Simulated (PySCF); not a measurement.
Exercise with solution: dipole moment from atomic charges

Ti(Br)(SH)3 (BrH3S3Ti), SMILES [SH][Ti]([SH])([SH])[Br], multiplicity 1. Atoms are numbered in the order given.

```xyz
8

Ti    -0.2918     0.1932    -0.0505
Br     1.6710    -1.0504     0.1657
S     -0.2967     2.0782     1.1616
H      0.0374     1.3396     2.2526
S     -0.6259     0.8718    -2.1700
H     -1.9608     0.7779    -1.9499
S     -2.1064    -0.9241     0.6956
H     -1.6802    -2.0206     0.0156
```

The structure is a stationary point at PBE0-D3(BJ)/def2-SVP. The multiplicity is an assumed one; other spin states were not compared. One conformer was computed; it need not be the lowest.

Charges (e) from PySCF with HF/def2-TZVP:

```
atom     IAO  ESP fit
----  ------  -------
Ti1    1.510    0.398
Br2   -0.459   -0.166
S3    -0.415   -0.236
H4     0.083    0.183
S5    -0.443   -0.230
H6     0.098    0.173
S7    -0.455   -0.297
H8     0.081    0.174
```

The dipole moment of the full density is 1.01 D.

Q: What dipole moment does each set of point charges give, and which comes closer to that of the density?

A: 
μ = Σ q r, and 1 e Å = 4.8032 D.
IAO: Σ q r = (-0.174, -0.031, 0.008) e Å, |μ| = 0.85 D.
ESP fit: Σ q r = (-0.179, -0.137, 0.048) e Å, |μ| = 1.11 D.
ESP fit comes closer in size. Point charges leave out the atoms' own dipoles (lone pairs, polarised bonds); fits to the potential absorb them, partitions of the density don't.
